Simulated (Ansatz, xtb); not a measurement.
**C4H5BCl2O: which of two isomers lies lower**

We compare I, `O=C1CC(B(Cl)Cl)C1`, a singlet, with II, `ClB(Cl)C1=COCC1`, a singlet. Both are isolated molecules in the gas phase, relaxed with PBE0-D3(BJ)/def2-SVP; the shapes shown needn't be the lowest conformers.

I (Å):

```xyz
13

C     0.7245    0.3288    1.7893
C     0.1028    1.6446    2.2421
C    -0.7018    1.6572    0.9031
C     0.2123    0.5101    0.3654
B    -0.7153    2.9919    0.0959
Cl   -2.2032    3.7397   -0.4406
Cl    0.8006    3.7903   -0.2996
O     1.3053   -0.5478    2.3530
H     0.8679    2.4373    2.2926
H    -0.4606    1.6319    3.1870
H    -1.7241    1.2881    1.0666
H    -0.2684   -0.3594   -0.1071
H     1.0187    0.8745   -0.2928
```

II (Å):

```yaml
atoms:
  - { symbol: C, position_ang: [0.0957, 0.7980, 1.0652] }
  - { symbol: C, position_ang: [-0.8621, 1.3876, 1.8229] }
  - { symbol: C, position_ang: [-2.1025, 0.3704, 0.2549] }
  - { symbol: C, position_ang: [-0.6260, 0.0608, -0.0455] }
  - { symbol: B, position_ang: [1.5834, 0.8848, 1.3209] }
  - { symbol: Cl, position_ang: [2.7187, 0.0618, 0.2524] }
  - { symbol: Cl, position_ang: [2.2430, 1.7998, 2.6808] }
  - { symbol: O, position_ang: [-2.1151, 1.1955, 1.4393] }
  - { symbol: H, position_ang: [-0.7345, 2.0046, 2.7150] }
  - { symbol: H, position_ang: [-2.6035, 0.9377, -0.5433] }
  - { symbol: H, position_ang: [-2.7043, -0.5238, 0.4733] }
  - { symbol: H, position_ang: [-0.3193, 0.4202, -1.0403] }
  - { symbol: H, position_ang: [-0.4137, -1.0197, -0.0218] }
```

Quicker runs give these differences E(II) − E(I): GFN2-xTB −0.570 eV; HF/STO-3G −0.911 eV (at GFN2-xTB geometries); r2SCAN-D4/def2-SVP −0.456 eV (at GFN2-xTB geometries).

**Question.** Estimate E(II) − E(I) at the level CCSD(T)/def2-SVP + ΔMP2/def2-TZVPP.

**Answer.** Calculated at CCSD(T)/def2-SVP + ΔMP2/def2-TZVPP: E(II) − E(I) = −0.372 eV, so structure II lies lower.

Level by level:

```json
{"level": "GFN2-xTB", "geometry": "GFN2-xTB", "E(II) − E(I) (eV)": "−0.570", "departure from the last row (eV)": "−0.198", "job, with rough time for the two": "optimisation, 0.18 s"}
{"level": "HF/STO-3G", "geometry": "GFN2-xTB", "E(II) − E(I) (eV)": "−0.911", "departure from the last row (eV)": "−0.539", "job, with rough time for the two": "single point, 0.42 s"}
{"level": "r2SCAN-D4/def2-SVP", "geometry": "GFN2-xTB", "E(II) − E(I) (eV)": "−0.456", "departure from the last row (eV)": "−0.084", "job, with rough time for the two": "single point, 4.2 s"}
{"level": "PBE0-D3(BJ)/def2-SVP", "geometry": "PBE0-D3(BJ)/def2-SVP", "E(II) − E(I) (eV)": "−0.362", "departure from the last row (eV)": "+0.010", "job, with rough time for the two": "optimisation, 56 s"}
{"level": "HF/def2-SVP", "geometry": "PBE0-D3(BJ)/def2-SVP", "E(II) − E(I) (eV)": "−0.398", "departure from the last row (eV)": "−0.026", "job, with rough time for the two": "part of the CCSD(T) run"}
{"level": "MP2/def2-SVP", "geometry": "PBE0-D3(BJ)/def2-SVP", "E(II) − E(I) (eV)": "−0.244", "departure from the last row (eV)": "+0.128", "job, with rough time for the two": "part of the CCSD(T) run"}
{"level": "CCSD(T)/def2-SVP", "geometry": "PBE0-D3(BJ)/def2-SVP", "E(II) − E(I) (eV)": "−0.266", "departure from the last row (eV)": "+0.106", "job, with rough time for the two": "single point"}
{"level": "CCSD(T)/def2-SVP + ΔMP2/def2-TZVPP", "geometry": "PBE0-D3(BJ)/def2-SVP", "E(II) − E(I) (eV)": "−0.372", "departure from the last row (eV)": "", "job, with rough time for the two": "single point, 83 s"}
```

As drawn, II has 1 C=C, 2 C–O in place of 1 C=O, 2 C–C. Structure I has a 4-membered ring, II a 5-membered ring.

None of the levels shown reverses the order. The largest departure from CCSD(T)/def2-SVP + ΔMP2/def2-TZVPP is that of HF/STO-3G, 0.539 eV. A small imaginary or near-zero mode remains, so no thermal terms are given. The last row adds to CCSD(T) the change of the MP2 difference between the two basis sets, here −0.106 eV.

The correlated steps freeze 16 core orbitals. Programs: Ansatz 0.2.0, xtb 6.7.1; the last row on 4 threads of Arm Neoverse V2 on a shared host.
